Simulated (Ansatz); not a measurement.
**Nudged elastic band run: Cl3FH2HfO**

The input (input.yaml):

```yaml
crystal:
  periodic: [false, false, false]
  atoms:
    - { symbol: Hf, position_ang: [-0.060587, -0.125259, -0.040387] }
    - { symbol: F, position_ang: [-0.137327, 0.035541, 1.894995] }
    - { symbol: Cl, position_ang: [2.030243, 0.377879, -1.036296] }
    - { symbol: O, position_ang: [-1.148345, 1.33249, -0.58102] }
    - { symbol: H, position_ang: [-1.688852, 2.052221, -0.930554] }
    - { symbol: Cl, position_ang: [-1.184826, -1.994262, -0.967373] }
    - { symbol: Cl, position_ang: [1.572952, -2.300061, 1.365309] }
    - { symbol: H, position_ang: [1.091043, -1.616948, 2.369826] }
basis:
  gaussian: { orbitals: def2-SVP }
hamiltonian:
  xc: pbe
  dispersion: d4
neb:
  order_check: false
  images: 5
  f_tol: 0.05
  max_iterations: 60
  initial_path: linear
  final_atoms:
    - { symbol: Hf, position_ang: [0.12515413, -0.53055362, -0.22432831] }
    - { symbol: F, position_ang: [0.97978376, 0.35778032, 1.83481546] }
    - { symbol: Cl, position_ang: [2.1583673, 0.24173084, -1.14151865] }
    - { symbol: O, position_ang: [-1.2009687, 0.82003514, -0.08020277] }
    - { symbol: H, position_ang: [-1.87645305, 1.50970329, -0.1222542] }
    - { symbol: Cl, position_ang: [-0.69807394, -1.86951338, -1.97280467] }
    - { symbol: Cl, position_ang: [0.13407285, -2.25957736, 1.51940392] }
    - { symbol: H, position_ang: [0.85241866, -0.50800423, 2.26138923] }
```

Launched with:

```bash
$ ansatz run input.yaml --threads 4 --pin off --max-ram 5120MiB --backend cpu --events-out ev --progress --plain --runs-dir out
```

Output, in part (warnings, iteration lines, the closing report on the highest movable image, with atoms numbered from 0):

```
NEB end point (image 0): max|allowed force component| = 6.336e-3 eV/Å (the criterion of neb.relax_end_points is 1.000e-2)
NEB end point (image 6): max|allowed force component| = 2.511e-2 eV/Å (the criterion of neb.relax_end_points is 1.000e-2)
NEB iter   1: max|band force component| = 1.694e0 eV/Å  barrier→ = 0.5735 eV  barrier← = 0.5284 eV  Δτ_max = 0.2000 Å  (205 SCF iters)
NEB iter   2: max|band force component| = 1.155e0 eV/Å  barrier→ = 0.2554 eV  barrier← = 0.2103 eV  Δτ_max = 0.0958 Å  (182 SCF iters)
NEB iter   3: max|band force component| = 3.159e-1 eV/Å  barrier→ = 0.2112 eV  barrier← = 0.1662 eV  CI = image 4  Δτ_max = 0.0744 Å  (155 SCF iters)
NEB iter   4: max|band force component| = 1.657e-1 eV/Å  barrier→ = 0.2165 eV  barrier← = 0.1715 eV  CI = image 4  Δτ_max = 0.1423 Å  (150 SCF iters)
NEB iter   5: max|band force component| = 3.986e-1 eV/Å  barrier→ = 0.2186 eV  barrier← = 0.1736 eV  CI = image 4  Δτ_max = 0.0729 Å  (162 SCF iters)
NEB iter   6: max|band force component| = 1.044e-1 eV/Å  barrier→ = 0.2183 eV  barrier← = 0.1732 eV  CI = image 4  Δτ_max = 0.0303 Å  (154 SCF iters)
NEB iter   7: max|band force component| = 7.020e-2 eV/Å  barrier→ = 0.2170 eV  barrier← = 0.1719 eV  CI = image 4  Δτ_max = 0.0351 Å  (154 SCF iters)
NEB iter   8: max|band force component| = 5.494e-2 eV/Å  barrier→ = 0.2160 eV  barrier← = 0.1709 eV  CI = image 4  Δτ_max = 0.0465 Å  (156 SCF iters)
NEB iter   9: max|band force component| = 6.394e-2 eV/Å  barrier→ = 0.2145 eV  barrier← = 0.1695 eV  CI = image 4  Δτ_max = 0.0234 Å  (154 SCF iters)
NEB iter  10: max|band force component| = 1.448e-1 eV/Å  barrier→ = 0.2131 eV  barrier← = 0.1681 eV  CI = image 4  Δτ_max = 0.0117 Å  (158 SCF iters)
NEB iter  11: max|band force component| = 3.327e-2 eV/Å  barrier→ = 0.2124 eV  barrier← = 0.1673 eV  CI = image 4  Δτ_max = 0.0234 Å  (159 SCF iters)
NEB iter  12: max|band force component| = 4.472e-2 eV/Å  barrier→ = 0.2108 eV  barrier← = 0.1658 eV  CI = image 4  Δτ_max = 0.0467 Å  (31 SCF iters)
NEB iter  13: max|band force component| = 1.539e-1 eV/Å  barrier→ = 0.2081 eV  barrier← = 0.1630 eV  CI = image 4  Δτ_max = 0.0893 Å  (30 SCF iters)
NEB iter  14: max|band force component| = 4.325e-2 eV/Å  barrier→ = 0.2051 eV  barrier← = 0.1601 eV  CI = image 4  Δτ_max = 0.0747 Å  (154 SCF iters)
NEB iter  15: max|band force component| = 2.027e-1 eV/Å  barrier→ = 0.2017 eV  barrier← = 0.1567 eV  CI = image 4  Δτ_max = 0.0935 Å  (31 SCF iters)
NEB iter  16: max|band force component| = 1.423e-1 eV/Å  barrier→ = 0.1998 eV  barrier← = 0.1547 eV  CI = image 4  Δτ_max = 0.0936 Å  (153 SCF iters)
NEB iter  17: max|band force component| = 2.363e-1 eV/Å  barrier→ = 0.1996 eV  barrier← = 0.1546 eV  CI = image 4  Δτ_max = 0.0472 Å  (158 SCF iters)
NEB iter  18: max|band force component| = 6.389e-2 eV/Å  barrier→ = 0.1960 eV  barrier← = 0.1510 eV  CI = image 4  Δτ_max = 0.0931 Å  (151 SCF iters)
NEB iter  19: max|band force component| = 1.203e-1 eV/Å  barrier→ = 0.1952 eV  barrier← = 0.1501 eV  CI = image 4  Δτ_max = 0.0469 Å  (153 SCF iters)
NEB iter  20: max|band force component| = 4.081e-2 eV/Å  barrier→ = 0.1941 eV  barrier← = 0.1491 eV  CI = image 4  Δτ_max = 0.0308 Å  (151 SCF iters)
NEB iter  21: max|band force component| = 8.070e-2 eV/Å  barrier→ = 0.1935 eV  barrier← = 0.1484 eV  CI = image 4  Δτ_max = 0.0760 Å  (32 SCF iters)
NEB iter  22: max|band force component| = 6.235e-2 eV/Å  barrier→ = 0.1929 eV  barrier← = 0.1479 eV  CI = image 4  Δτ_max = 0.0345 Å  (155 SCF iters)
NEB iter  23: max|band force component| = 4.154e-2 eV/Å  barrier→ = 0.1924 eV  barrier← = 0.1474 eV  CI = image 4  Δτ_max = 0.0301 Å  (155 SCF iters)
NEB iter  24: max|band force component| = 1.231e-1 eV/Å  barrier→ = 0.1918 eV  barrier← = 0.1467 eV  CI = image 4  Δτ_max = 0.0938 Å  (32 SCF iters)
NEB iter  25: max|band force component| = 1.918e-1 eV/Å  barrier→ = 0.1914 eV  barrier← = 0.1464 eV  CI = image 4  Δτ_max = 0.0467 Å  (161 SCF iters)
NEB iter  26: max|band force component| = 1.220e-1 eV/Å  barrier→ = 0.1915 eV  barrier← = 0.1464 eV  CI = image 4  Δτ_max = 0.0235 Å  (155 SCF iters)
NEB iter  27: max|band force component| = 4.720e-2 eV/Å  barrier→ = 0.1910 eV  barrier← = 0.1459 eV  CI = image 4  Δτ_max = 0.0106 Å  (368 SCF iters)
NEB iter  28: max|band force component| = 8.303e-2 eV/Å  barrier→ = 0.1910 eV  barrier← = 0.1459 eV  CI = image 4  Δτ_max = 0.0256 Å  (33 SCF iters)
NEB iter  29: max|band force component| = 6.981e-2 eV/Å  barrier→ = 0.1909 eV  barrier← = 0.1459 eV  CI = image 4  Δτ_max = 0.0471 Å  (162 SCF iters)
NEB iter  30: max|band force component| = 1.132e-1 eV/Å  barrier→ = 0.1909 eV  barrier← = 0.1459 eV  CI = image 4  Δτ_max = 0.0233 Å  (161 SCF iters)
NEB iter  31: max|band force component| = 3.065e-2 eV/Å  barrier→ = 0.1909 eV  barrier← = 0.1459 eV  CI = image 4  Δτ_max = 0.0000 Å  (425 SCF iters)
Total energy: -43645.14005460 eV, -1603.9293132681 hartree
Atom 0 at     0.148803    -0.346366    -0.127284 Å, force     0.001954    -0.000920    -0.001016 eV/Å
Atom 1 at    -0.130839    -0.148609     1.990951 Å, force     0.000683    -0.002256     0.002044 eV/Å
Atom 2 at     1.990148     0.606888    -1.234623 Å, force    -0.000112    -0.000197    -0.000413 eV/Å
Atom 3 at    -1.163148     1.015430    -0.318507 Å, force    -0.001338    -0.000844    -0.001827 eV/Å
Atom 4 at    -1.845432     1.699491    -0.280222 Å, force     0.000907     0.001105     0.001426 eV/Å
Atom 5 at    -0.793513    -2.078423    -1.408500 Å, force    -0.000105     0.000283     0.000350 eV/Å
Atom 6 at     1.609313    -1.987261     1.348242 Å, force     0.001694    -0.000506    -0.001583 eV/Å
Atom 7 at     0.658969    -0.999549     2.104443 Å, force    -0.003683     0.003334     0.001021 eV/Å
Dipole moment:    -0.406873     0.400533     0.294047 e Å
```

The forces met the threshold. The band force fell under the threshold earlier too, but the program's further tests of the path sent the band on. Another band between the same ends (5 images) ends at a top of the same energy, where a vibrational analysis finds 1 clearly imaginary mode. The orbitals stay closed-shell, which can raise the energy where a bond breaks towards radicals; this wasn't checked here.

Final band (atoms are numbered from 1 in the order of the input):

| image | path coordinate (Å) | energy (eV) | Cl7–H8 (Å) | F2–H8 (Å) |
| --- | --- | --- | --- | --- |
| 0 | 0.00 | 0.000 | 1.31 | 2.11 |
| 1 | 0.34 | 0.012 | 1.31 | 1.89 |
| 2 | 0.67 | 0.049 | 1.33 | 1.70 |
| 3 | 1.01 | 0.127 | 1.39 | 1.46 |
| 4 | 1.35 | 0.191 | 1.57 | 1.17 |
| 5 | 2.44 | 0.131 | 1.85 | 1.01 |
| 6 | 3.53 | 0.045 | 2.03 | 0.97 |

Time of the run: 3.9 min on 4 threads of Arm Neoverse V2, on a shared host, peak memory 0.19 GiB.
